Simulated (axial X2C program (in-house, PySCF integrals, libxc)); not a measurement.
# SnF: nuclear properties from DFT to coupled cluster

Calculated with an in-house all-electron X2C program for linear molecules (integrals from PySCF): two-component X2C with atomic mean-field Coulomb and Gaunt terms, Gaussian nuclei, basis Sn dyall-acv3z, F dyall-av3z with contracted cores.

R = 1.955 Å (near the PBE0 minimum at charge 0 of the determinant lowest at the starting distance; the state shown can have its own minimum elsewhere); state Ω = 1/2 (⟨Sz⟩ = -0.50, ⟨Lz⟩ = 1.00 at PBE0).

```
level  Eeff magnitude (GV/cm)  Ws magnitude Sn (kHz)  A∥/gI Sn (MHz)  qzz Sn (a.u.)  A∥/gI F (MHz)  μ (D)
 PBE0                   0.485                  0.415            2730          -0.78           92.4  -2.72
   HF                   0.559                   0.77            2500          -0.93           47.6  -2.93
B3LYP                   0.867                  0.849            2610          -0.69           94.4  -2.77
```

Eeff is the effective electric field on the electron electric dipole moment in this Ω state and Ws the scalar–pseudoscalar constant of the nucleus named (defined with the proton number Z and per Ω); A∥ (defined per Ω) follows by multiplying with gI = μI/(I μN); qzz is the electric field gradient, eQq0 = 234.96 MHz × Q/barn × qzz; μ is positive if the F end (last atom) is positive. The operators were transformed with the bare-nucleus X2C matrices; with these basis sets, hyperfine constants and field gradients can be off by tens of per cent, and where levels differ in sign neither size nor sign is settled.

Finite-field MP2, CCSD and CCSD(T), with 21 electrons correlated in 130 natural virtual spinors (MP2 remainder added):

```
  level  Eeff magnitude (GV/cm)  Ws magnitude Sn (kHz)  A∥/gI Sn (MHz)  qzz Sn (a.u.)  A∥/gI F (MHz)  μ (D)
    MP2                    1.73                   1.88            2720          -0.66            100  -2.94
   CCSD                     1.1                   1.14            2330          -0.73           77.8  -2.89
CCSD(T)                    1.22                   1.28            2310          -0.72           84.3  -2.83
```

T1 = 0.015 (Lee–Taylor). One unrestricted determinant, the lowest of a limited PBE0 search, is the reference; the functionals treat spin collinearly. The sign of Eeff is opposite to CCSD(T) at HF. Eeff spreads by more than a factor of two over the levels. Correlation of the inner shells is missing, which matters for properties at the nucleus. Number of frozen shells: Sn 4 s, 3 p, 1 d; F 1 s.

(1) By how much does correlation change each value, CCSD(T) against HF?

Answers

(1) A∥/gI Sn -8 %; qzz Sn -23 %; A∥/gI F 77 %; μ -3 %.
